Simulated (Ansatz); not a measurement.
Ideal-gas functions of CH$_{3}$Cl$_{3}$GeSe (`C[Se][Ge]([Cl])([Cl])[Cl]`) at 500 K and 1 bar, from an Ansatz frequency run at PBE0-D4/def2-TZVP.

Molar mass 272.96 g/mol, point group Cs (symmetry number 1), electronic degeneracy 1, moments of inertia 469.642, 730.813, 785.711 u Å². Harmonic wavenumbers (cm⁻¹, unscaled): 41, 86, 104, 129, 136, 153, 153, 190, 299, 418, 434, 449, 604, 927, 931, 1310, 1458, 1469, 3081, 3184, 3193.

Use S(trans) = R[1.5 ln M + 2.5 ln T − 1.1517]; rotational temperatures θ = 24.2544 K / I; S(rot) = R[ln(√π/σ · √(T³/θAθBθC)) + 1.5]; for each mode x = 1.438777 ν̃/T, S = R[x/(eˣ − 1) − ln(1 − e⁻ˣ)] and H = RT x/(eˣ − 1); 1 cm⁻¹ = 0.0119627 kJ/mol; R = 8.31446 J/(mol·K).

By hand: the entropy, in J/(mol·K).

Translation 189.6. Rotation: θ = 0.0516, 0.0332, 0.0309 K, giving 135.7. Vibration, mode by mode: 26.09, 19.95, 18.38, 16.60, 16.17, 15.20, 15.20, 13.44, 9.82, 7.26, 6.99, 6.74, 4.69, 2.25, 2.23, 0.93, 0.66, 0.64, 0.01, 0.01, 0.01, in all 183.3. Electronic 0.0. Sum 508.6 J/(mol·K).

By hand: H − E and G − E in kJ/mol, counted from the electronic energy.

Zero-point energy ½ × 18749 × 0.0119627 = 112.1; thermal vibration 40.7; translation, rotation and pV give 4 RT = 16.6. H − E = 169.4 kJ/mol, and G − E = 169.4 − 500 × 508.6/1000 = -84.9 kJ/mol.

Vibration gives 36 % of the entropy, 97.2 J/(mol·K) of it from the modes under 150 cm⁻¹: soft modes count most, and the harmonic formula is weakest for them. The sum counts one conformer and one mirror image; others add a mixing term.
